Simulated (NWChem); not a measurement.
BiF$_{3}$; SMILES [F][Bi]([F])[F]

Computed with NWChem. Structure relaxed at the PBE0/def2-SVP level. def2 effective core potentials on Bi; no spin-orbit coupling. Level PBE/def2-SVP: energy and gradient; each run changes one setting, and changes count from the defaults (medium grid, exact Coulomb integrals, symmetry on).

**Question.** Which setting moves the energy most, and by about how much (Coulomb fitting, Weigend set; defaults; symmetry off; tight SCF thresholds and tolerances)?

**Answer.** Coulomb fitting, Weigend set, by about 200 μHa.
```json
[
 {"setting": "defaults", "size of the energy change (μHa)": "< 10", "largest change of a gradient component (μHa/bohr)": "< 30"},
 {"setting": "Coulomb fitting, Weigend set", "size of the energy change (μHa)": "200", "largest change of a gradient component (μHa/bohr)": "100"},
 {"setting": "tight SCF thresholds and tolerances", "size of the energy change (μHa)": "< 10", "largest change of a gradient component (μHa/bohr)": "< 30"},
 {"setting": "symmetry off", "size of the energy change (μHa)": "< 10", "largest change of a gradient component (μHa/bohr)": "other frame"}
]
```
